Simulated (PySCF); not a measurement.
**A small calculation by hand: refractive index and permittivity of the vapour**

GeH2Br2, SMILES [GeH2]([Br])[Br].

Coordinates come from a B3LYP-D3(BJ)/def2-SVP optimisation.

PySCF with PBE/def2-TZVPD gives a mean static polarisability of 79.3 bohr³ and a dipole moment of 1.66 D. Take an ideal gas at 298.15 K and 1 bar, whether or not the substance is that volatile.

Problem. Work out n − 1 in the optical limit and the static ε − 1.

Solution. 
Polarisability volume α' = 79.3 × 0.148185 = 11.75 Å³. Number density N = p/kT = 2.43e-5 Å⁻³.
Dilute limit of Lorentz–Lorenz: n − 1 = 2π N α' = 0.0018.
Orientation term of Debye: μ²/(3kT) = 8.098 Å³ × μ²(D²) = 22.31 Å³.
ε − 1 = 4π N (α' + μ²/3kT) = 0.010. Orientation of the dipole supplies 66 % of the static response; it can't follow optical fields. Vibrational polarisation and dispersion are left out.
